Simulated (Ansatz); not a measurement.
Molecule: C$_{3}$H$_{5}$Cl, net charge 0, singlet state. SMILES: C/C=C/Cl
Geometry: optimised at B3LYP-D3(BJ)/def2-TZVP (Ansatz, a program for electronic structure).

Atomisation energy built up term by term with Ansatz (kcal/mol; UHF references for open shells; valence terms freeze the core; atomic spin-orbit terms are left out). Basis-set limits of correlation are two-point, X^-3; Hartree-Fock from the larger set.

```
term                                            basis  kcal/mol
-----------------------  ----------------------------  --------
Hartree-Fock                              cc-pV(Q+d)Z    625.61
CCSD correlation         CBS(cc-pV(T+d)Z,cc-pV(Q+d)Z)    198.71
(T)                      CBS(cc-pV(T+d)Z,cc-pV(Q+d)Z)     14.44
core correlation                            cc-pwCVTZ      3.62
scalar relativity (X2C)    cc-pVTZ-DK against cc-pVTZ     -0.74
sum: De                                                   841.6
```

(T) makes 1.7 % of the CCSD(T) atomisation energy; under 5 % is typical of single-reference molecules.
